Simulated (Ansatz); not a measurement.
`C#[C][AlH][NH2]` + `BO` → `B[O][AlH][NH2]` + `C#C` at 700 K and 1 bar (ligand exchange at the Al–C bond).

Calculated with Ansatz (gas phase, PBE0-D4/def2-TZVP geometries, no zero-point term in ΔE). CCSD(T)/CBS adds triple-zeta CCSD(T) − MP2 to the extrapolated MP2 energy (def2 sets, frozen cores). This one scheme is used for every species. Each species was taken in one conformer, which may not be the lowest.

```
          species  CCSD(T)/CBS energy (Eh)  H − E (kJ/mol)  S (J/(mol·K))
`C#[C][AlH][NH2]`               -375.21570           200.4          411.2
             `BO`               -101.80414           126.4          277.4
 `B[O][AlH][NH2]`               -399.81950           223.8          443.6
            `C#C`                -77.22717           102.1          244.4
```

H − E and S are ideal-gas, rigid-rotor, harmonic terms from PBE0-D4/def2-TZVP, for one conformer and one mirror image of each species. 1 Eh = 2625.50 kJ/mol, R = 8.31446 J/(mol·K).

Q: By hand: ΔE, ΔH, ΔS and ΔG.

A: ΔE = (-399.81950) + (-77.22717) − (-375.21570) − (-101.80414) = -0.02683 Eh = -70.4 kJ/mol. Δ(H − E) = 223.8 + 102.1 − 200.4 − 126.4 = -0.9, so ΔH = -71.3 kJ/mol. ΔS = 443.6 + 244.4 − 411.2 − 277.4 = -0.6 J/(mol·K). ΔG = -71.3 − 700 × (-0.6)/1000 = -70.9 kJ/mol.

Q: By hand: the equilibrium constant, and the temperature at which ΔG would vanish if ΔH and ΔS stayed fixed.

A: log₁₀ K = −ΔG/(RT ln 10) = 5.3. ΔG = 0 at ΔH/ΔS = 118833 K, far beyond where these terms or the molecules hold.

The number of gas molecules stays the same, so ΔS is small and ΔH decides. A doubt of 5 kJ/mol in ΔE shifts log₁₀ K by 0.4 here. Other conformers and mirror images would add mixing entropy, several J/(mol·K) or more a flexible species. These are equilibria of isolated gas molecules and say nothing of rates. Largest T1 diagnostic: 0.014 (customary marks: 0.02 for closed shells, 0.045 for open ones).
